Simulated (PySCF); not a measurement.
PySCF input file for Ga(F)2(OMe) (CH₃F₂GaO), SMILES C[O][Ga]([F])[F], TDA-M06-2X/def2-SVPD. Geometry: r2SCAN-D4/def2-SVP. The structure was generated by enumeration; whether it is a known compound was not checked. One conformer was computed; it need not be the lowest.

```python
import numpy as np
from pyscf import gto, scf, dft, tdscf

mol = gto.M(
    atom='''
    Ga    0.18282012    0.23165836    0.22191994
    F     1.55625298    1.23357879    0.55261758
    F    -1.07693508    0.14211163    1.42140185
    O     0.05729933   -0.67275907   -1.27762397
    C    -1.06036262   -1.49880983   -1.57085394
    H    -1.55155214   -1.13842007   -2.49050836
    H    -0.71486622   -2.53130275   -1.74781446
    H    -1.81108532   -1.51796830   -0.76125447
    ''',
    basis='def2-SVPD',
    charge=0,
    spin=0,
    max_memory=1600,
    verbose=4,
)
mf = dft.RKS(mol, xc='m06-2x').density_fit(auxbasis='def2-universal-jkfit')
mf.grids.level = 4
mf.conv_tol = 1e-9
mf.max_cycle = 100
mf.kernel()
mf.grids = dft.Grids(mol).set(level=2).build(with_non0tab=True)  # coarser grid for the response kernel
td = tdscf.TDA(mf)
td.singlet = True
td.nstates = 10
td.conv_tol = 1e-4
td.positive_eig_threshold = 1e-6
td.kernel(x0=td.get_init_guess(mf, 15))
td.analyze()
tt = tdscf.TDA(mf)
tt.singlet = False
tt.nstates = 4
tt.conv_tol = 1e-4
tt.positive_eig_threshold = 1e-6
tt.kernel(x0=tt.get_init_guess(mf, 9))
tt.analyze(verbose=3)
```

Log of the run:

```
PySCF version 2.14.0

[INPUT] verbose = 4
[INPUT] num. atoms = 8
[INPUT] num. electrons = 66
[INPUT] charge = 0
[INPUT] spin (= nelec alpha-beta = 2S) = 0
[INPUT] symmetry False subgroup None
[INPUT] Mole.unit = angstrom
[INPUT] Symbol           X                Y                Z      unit          X                Y                Z       unit  Magmom
[INPUT]  1 Ga     0.182820120000   0.231658360000   0.221919940000 AA    0.345479956860   0.437770854866   0.419367908180 Bohr   0.0
[INPUT]  2 F      1.556252980000   1.233578790000   0.552617580000 AA    2.940891912738   2.331126066172   1.044295877820 Bohr   0.0
[INPUT]  3 F     -1.076935080000   0.142111630000   1.421401850000 AA   -2.035112355137   0.268552059816   2.686060209450 Bohr   0.0
[INPUT]  4 O      0.057299330000  -0.672759070000  -1.277623970000 AA    0.108280040821  -1.271330390117  -2.414359393480 Bohr   0.0
[INPUT]  5 C     -1.060362620000  -1.498809830000  -1.570853940000 AA   -2.003794944526  -2.832340091506  -2.968483728294 Bohr   0.0
[INPUT]  6 H     -1.551552140000  -1.138420070000  -2.490508360000 AA   -2.932008612583  -2.151302147008  -4.706378711340 Bohr   0.0
[INPUT]  7 H     -0.714866220000  -2.531302750000  -1.747814460000 AA   -1.350901371503  -4.783468935858  -3.302890645955 Bohr   0.0
[INPUT]  8 H     -1.811085320000  -1.517968300000  -0.761254470000 AA   -3.422455243020  -2.868544352772  -1.438562459401 Bohr   0.0

nuclear repulsion = 390.131966884536
number of shells = 61
number of NR pGTOs = 239
number of NR cGTOs = 151
basis = def2-SVPD
ecp = {}


******** <class 'pyscf.df.df_jk.DFRKS'> ********
method = DFRKS
initial guess = minao
damping factor = 0
level_shift factor = 0
DIIS = <class 'pyscf.scf.diis.CDIIS'>
diis_start_cycle = 1
diis_space = 8
diis_damp = 0
SCF conv_tol = 1e-09
SCF conv_tol_grad = None
SCF max_cycles = 100
direct_scf = False
XC library pyscf.dft.libxc version 7.1.2
    S. Lehtola, C. Steigemann, M. J. T. Oliveira, and M. A. L. Marques,  SoftwareX 7, 1–5 (2018)
XC functionals = m06-2x
    Y. Zhao and D. G. Truhlar,  Theor. Chem. Acc. 120, 215 (2008)
    Y. Zhao and D. G. Truhlar,  Theor. Chem. Acc. 120, 215 (2008)
radial grids:
    Treutler-Ahlrichs [JCP 102, 346 (1995); DOI:10.1063/1.469408] (M4) radial grids

becke partition: Becke, JCP 88, 2547 (1988); DOI:10.1063/1.454033
pruning grids: <function nwchem_prune>
grids dens level: 4
symmetrized grids: False
atomic radii adjust function: <function treutler_atomic_radii_adjust>
small_rho_cutoff = 0
Set gradient conv threshold to 3.16228e-05
Initial guess from minao.
tot grids = 192048
******** <class 'pyscf.df.df.DF'> ********
auxbasis = def2-universal-jkfit
init E= -2238.73719551415
  HOMO = -0.370454122931561  LUMO = -0.107749036500771  gap/eV = 7.14857
cycle= 1 E= -2239.02343970226  delta_E= -0.286  |g|= 0.932  |ddm|= 3.75
  HOMO = -0.295268123754205  LUMO = -0.0424574211985314  gap/eV = 6.87933
cycle= 2 E= -2238.90447295734  delta_E= 0.119  |g|=  1.3  |ddm|= 2.13
  HOMO = -0.391252704869679  LUMO = -0.0490608775742745  gap/eV = 9.31151
cycle= 3 E= -2239.18822583835  delta_E= -0.284  |g|= 0.057  |ddm|= 1.18
  HOMO = -0.375883358312365  LUMO = -0.04381912529827  gap/eV = 9.03593
cycle= 4 E= -2239.1885732372  delta_E= -0.000347  |g|= 0.0437  |ddm|= 0.0949
  HOMO = -0.381607960032668  LUMO = -0.0439046302580559  gap/eV = 9.18938
cycle= 5 E= -2239.1889176193  delta_E= -0.000344  |g|= 0.0085  |ddm|= 0.0451
  HOMO = -0.381124339870586  LUMO = -0.0441728908771535  gap/eV = 9.16892
cycle= 6 E= -2239.18893273587  delta_E= -1.51e-05  |g|= 0.0018  |ddm|= 0.00948
  HOMO = -0.380916350952473  LUMO = -0.0440980997663933  gap/eV = 9.16529
cycle= 7 E= -2239.18893362864  delta_E= -8.93e-07  |g|= 0.00066  |ddm|= 0.00322
  HOMO = -0.380947903096605  LUMO = -0.0440767847543948  gap/eV = 9.16673
cycle= 8 E= -2239.18893378925  delta_E= -1.61e-07  |g|= 0.000186  |ddm|= 0.0012
  HOMO = -0.380945348017781  LUMO = -0.0440861437810049  gap/eV = 9.16641
cycle= 9 E= -2239.18893380418  delta_E= -1.49e-08  |g|= 0.000119  |ddm|= 0.000456
  HOMO = -0.380936443227725  LUMO = -0.0440870036013856  gap/eV = 9.16614
cycle= 10 E= -2239.18893380767  delta_E= -3.49e-09  |g|= 2.35e-05  |ddm|= 0.000165
  HOMO = -0.38093581354203  LUMO = -0.044085353919519  gap/eV = 9.16617
cycle= 11 E= -2239.18893380789  delta_E= -2.24e-10  |g|= 6.26e-06  |ddm|= 5.86e-05
  HOMO = -0.380934686042045  LUMO = -0.0440856094341755  gap/eV = 9.16613
Extra cycle  E= -2239.1889338079  delta_E= -1e-11  |g|= 6.72e-06  |ddm|= 1.25e-05
converged SCF energy = -2239.1889338079
tot grids = 75032
Overwritten attributes  positive_eig_threshold  of <class 'pyscf.tdscf.rks.TDA'>


******** <class 'pyscf.tdscf.rks.TDA'> for <class 'pyscf.df.df_jk.DFRKS'> ********
nstates = 10 singlet
deg_eia_thresh = 1.000e-03
wfnsym = None
conv_tol = 0.0001
eigh lindep = 1e-12
eigh level_shift = 0
eigh max_cycle = 100


Excitation energies (eV)
[5.93343755 6.51527024 7.48487093 7.6710805  8.50710444 8.55423227
 8.67867513 8.78208419 9.14022183 9.14563676]

** Singlet excitation energies and oscillator strengths **
Excited State   1:      5.93344 eV    208.96 nm  f=0.0145
      33 -> 34       -0.67396
      33 -> 37       -0.13446
Excited State   2:      6.51527 eV    190.30 nm  f=0.0149
      32 -> 34       -0.63695
      32 -> 37       -0.11659
      33 -> 35        0.24251
Excited State   3:      7.48487 eV    165.65 nm  f=0.0056
      32 -> 35       -0.69071
Excited State   4:      7.67108 eV    161.63 nm  f=0.1166
      32 -> 34        0.24449
      33 -> 35        0.63744
Excited State   5:      8.50710 eV    145.74 nm  f=0.0183
      29 -> 34       -0.10641
      31 -> 34        0.65196
      31 -> 36        0.12208
      31 -> 37        0.10951
Excited State   6:      8.55423 eV    144.94 nm  f=0.0007
      30 -> 34       -0.64875
      30 -> 36       -0.13065
      30 -> 37       -0.10753
      33 -> 36        0.14148
Excited State   7:      8.67868 eV    142.86 nm  f=0.0197
      28 -> 34       -0.10054
      30 -> 34       -0.14523
      33 -> 36       -0.65369
      33 -> 37        0.10344
Excited State   8:      8.78208 eV    141.18 nm  f=0.1145
      24 -> 34        0.11303
      29 -> 34       -0.64262
      29 -> 36       -0.12408
      31 -> 34       -0.10410
Excited State   9:      9.14022 eV    135.65 nm  f=0.0828
      26 -> 34       -0.10994
      28 -> 34        0.56712
      28 -> 36        0.11137
      33 -> 36       -0.10778
      33 -> 37        0.11681
      33 -> 38        0.26695
Excited State  10:      9.14564 eV    135.57 nm  f=0.0438
      32 -> 36       -0.66501
      32 -> 37        0.15795

** Transition electric dipole moments (AU) **
state          X           Y           Z        Dip. S.      Osc.
  1         0.1454     -0.2457      0.1342      0.0995      0.0145
  2         0.0722     -0.1128     -0.2749      0.0935      0.0149
  3         0.0835     -0.1316      0.0785      0.0305      0.0056
  4         0.2144      0.4596      0.6025      0.6203      0.1166
  5        -0.2613     -0.1043      0.0918      0.0876      0.0183
  6        -0.0256      0.0462     -0.0243      0.0034      0.0007
  7         0.1411     -0.2353      0.1319      0.0927      0.0197
  8         0.1879      0.4249      0.5626      0.5324      0.1145
  9         0.2779     -0.4687      0.2694      0.3695      0.0828
 10         0.1735     -0.1276     -0.3861      0.1955      0.0438

** Transition velocity dipole moments (imaginary part, AU) **
state          X           Y           Z        Dip. S.      Osc.
  1         0.0175     -0.0299      0.0165      0.0015      0.0045
  2         0.0227     -0.0273     -0.0731      0.0066      0.0184
  3        -0.0018      0.0048     -0.0014      0.0000      0.0001
  4         0.0714      0.0993      0.1045      0.0259      0.0612
  5        -0.0842     -0.0329      0.0308      0.0091      0.0195
  6        -0.0097      0.0171     -0.0091      0.0005      0.0010
  7         0.0513     -0.0856      0.0483      0.0123      0.0257
  8         0.0682      0.1431      0.1841      0.0590      0.1219
  9         0.0863     -0.1457      0.0840      0.0357      0.0709
 10         0.0651     -0.0421     -0.1371      0.0248      0.0492

** Transition magnetic dipole moments (imaginary part, AU) **
state          X           Y           Z
  1         0.1305      0.1784      0.1778
  2         0.2006     -0.3281      0.1825
  3         0.4093      0.3469      0.1658
  4        -0.3314      0.5611     -0.3138
  5        -0.3559      0.5926     -0.3221
  6        -0.1054      0.2913      0.6495
  7         0.8113      0.0801     -0.7305
  8        -0.0103      0.0132     -0.0041
  9        -0.3588     -0.0487      0.3395
 10        -0.3755      0.6187     -0.3365


******** <class 'pyscf.tdscf.rks.TDA'> for <class 'pyscf.df.df_jk.DFRKS'> ********
nstates = 4 triplet
deg_eia_thresh = 1.000e-03
wfnsym = None
conv_tol = 0.0001
eigh lindep = 1e-12
eigh level_shift = 0
eigh max_cycle = 100


Excitation energies (eV)
[5.54865222 6.02716607 6.65885634 7.25127232]

** Triplet excitation energies and oscillator strengths **
Excited State   1:      5.54865 eV    223.45 nm  f=0.0000
Excited State   2:      6.02717 eV    205.71 nm  f=0.0000
Excited State   3:      6.65886 eV    186.19 nm  f=0.0000
Excited State   4:      7.25127 eV    170.98 nm  f=0.0000
```

The run converged.
